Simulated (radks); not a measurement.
Values are calculated unless marked as measured or tabulated.
All-electron atom: Pt I in [Xe] 4f14 5d9 6s1.

Level of theory: scalar-relativistic Kohn-Sham, r2SCAN, spin-polarised, spherical densities, finite nucleus; open shells are filled with parallel spins first (spin-orbit coupling, left out, can overturn this in heavy ions); meta-GGA in the generalised Kohn-Sham scheme; Fermi nuclear charge, rms radius 5.427 fm (a radial shooting solver on a logarithmic mesh with Libxc functionals).

Energy parts (eV):
part                       energy
total                  -501010.00
kinetic                 558519.78
electron-nucleus      -1244833.37
Hartree                 194957.68
exchange-correlation     -9654.09

Orbitals (lengths in bohr, moments of r in powers of bohr):
| orbital | occ. | eigenvalue (eV) | <1/r> | <r^4> | <r> |
|---|---|---|---|---|---|
| 1s up | 1 | -78496.59 | 93.91 | 4.525e-07 | 0.01715 |
| 1s down | 1 | -78496.58 | 93.91 | 4.525e-07 | 0.01715 |
| 2s up | 1 | -13817.85 | 22.03 | 0.00006663 | 0.07235 |
| 2s down | 1 | -13817.77 | 22.03 | 0.00006663 | 0.07235 |
| 2p up | 3 | -11974.43 | 19.67 | 0.00005373 | 0.06523 |
| 2p down | 3 | -11974.36 | 19.67 | 0.00005373 | 0.06523 |
| 3s up | 1 | -3256.423 | 8.177 | 0.002409 | 0.1869 |
| 3s down | 1 | -3256.404 | 8.177 | 0.002409 | 0.1869 |
| 3p up | 3 | -2717.149 | 7.473 | 0.002639 | 0.1880 |
| 3p down | 3 | -2717.122 | 7.473 | 0.002639 | 0.1880 |
| 3d up | 5 | -2130.732 | 7.030 | 0.002037 | 0.1705 |
| 3d down | 5 | -2130.673 | 7.030 | 0.002037 | 0.1705 |
| 4s up | 1 | -705.9979 | 3.488 | 0.05453 | 0.4150 |
| 4s down | 1 | -705.9052 | 3.488 | 0.05453 | 0.4151 |
| 4p up | 3 | -528.3720 | 3.158 | 0.07275 | 0.4416 |
| 4p down | 3 | -528.2862 | 3.157 | 0.07273 | 0.4416 |
| 4d up | 5 | -311.3990 | 2.825 | 0.1022 | 0.4681 |
| 4d down | 5 | -311.2961 | 2.825 | 0.1021 | 0.4681 |
| 5s up | 1 | -104.0283 | 1.409 | 1.551 | 0.9570 |
| 5s down | 1 | -103.4910 | 1.411 | 1.535 | 0.9555 |
| 4f up | 7 | -70.7979 | 2.388 | 0.2236 | 0.5163 |
| 4f down | 7 | -70.6547 | 2.389 | 0.2218 | 0.5159 |
| 5p up | 3 | -57.7711 | 1.193 | 2.994 | 1.109 |
| 5p down | 3 | -57.0841 | 1.197 | 2.921 | 1.105 |
| 5d up | 5 | -6.7469 | 0.7870 | 25.87 | 1.697 |
| 6s up | 1 | -6.4056 | 0.4451 | 143.3 | 2.855 |
| 5d down | 4 | -5.6041 | 0.7969 | 25.39 | 1.678 |
| 6s down | 0 | -4.6527 | 0.4299 | 184.1 | 2.978 |

The highest occupied level is 5d down at -5.604 eV. Spin moment in Bohr magnetons: 2. Summed over all electrons, <r^2> = 60.46 bohr^2, which gives a Langevin (diamagnetic) susceptibility term of -47.9 x 10^-6 cm^3/mol. For comparison, the ionisation energy in NIST's Atomic Spectra Database is 8.959 eV (measured). In exact Kohn-Sham theory the highest level is minus the ionisation energy, but local and semilocal functionals leave it too shallow, through self-interaction and a potential that decays too fast; potentials with the right tail come closer. The spin density at the nucleus is 120.3 e/bohr^3 (1s 0.6, 2s -0.6, 3s 0.4, 4s 1.4, 5s -5.0, 6s 123.5).
